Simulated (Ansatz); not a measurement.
Geometry optimisation, RKS BHLYP-D4/def2-SVP in Ansatz.

Input:

```yaml
crystal:
  periodic: [false, false, false]
  atoms:
    - { symbol: Ge, position_ang: [0.0, 0.0, 0.0] }
    - { symbol: Cl, position_ang: [0.0, 0.0, 2.22] }
    - { symbol: H, position_ang: [1.4616, 0.0, -0.5162] }
    - { symbol: O, position_ang: [-0.8337, 1.4443, -0.5894] }
    - { symbol: H, position_ang: [-1.7915, 1.2136, -0.8118] }
    - { symbol: H, position_ang: [-0.73, -1.2648, -0.5162] }
basis:
  gaussian: { orbitals: def2-SVP }
hamiltonian:
  xc: { name: BHLYP }
  dispersion: d4
relax:
  f_tol: 0.02
  max_steps: 40
output:
  orbitals: {}
```

Command:

```bash
$ ansatz run input.yaml --threads 1 --pin off --max-ram 2048MiB --backend cpu --events-out ev --progress --plain --runs-dir out
```

Task: Where does it end, and by what steps?

Result: The run converged. After 7 steps the energy has fallen by 0.187 eV; H5 moved furthest, 0.35 Å.

```json
{"step": "0", "energy less start (eV)": "0.0000", "largest force component (eV/Å)": "2.326", "accepted": "yes"}
{"step": "1", "energy less start (eV)": "-0.1249", "largest force component (eV/Å)": "1.308", "accepted": "yes"}
{"step": "2", "energy less start (eV)": "-0.1536", "largest force component (eV/Å)": "1.156", "accepted": "yes"}
{"step": "3", "energy less start (eV)": "-0.1684", "largest force component (eV/Å)": "0.465", "accepted": "yes"}
{"step": "4", "energy less start (eV)": "-0.1728", "largest force component (eV/Å)": "0.625", "accepted": "yes"}
{"step": "5", "energy less start (eV)": "-0.1812", "largest force component (eV/Å)": "0.535", "accepted": "yes"}
{"step": "6", "energy less start (eV)": "-0.1866", "largest force component (eV/Å)": "0.054", "accepted": "yes"}
{"step": "7", "energy less start (eV)": "-0.1870", "largest force component (eV/Å)": "0.011", "accepted": "yes"}
```

```xyz
6
Properties=species:S:1:pos:R:3
Ge 0.007 -0.068 -0.068
Cl -0.132 0.047 2.087
H 1.461 0.080 -0.476
O -0.828 1.310 -0.764
H -1.746 1.405 -0.519
H -0.655 -1.381 -0.473
```

The run took 27 s on 1 thread of Arm Neoverse V1, with other jobs on the host, peak memory 0.16 GiB.
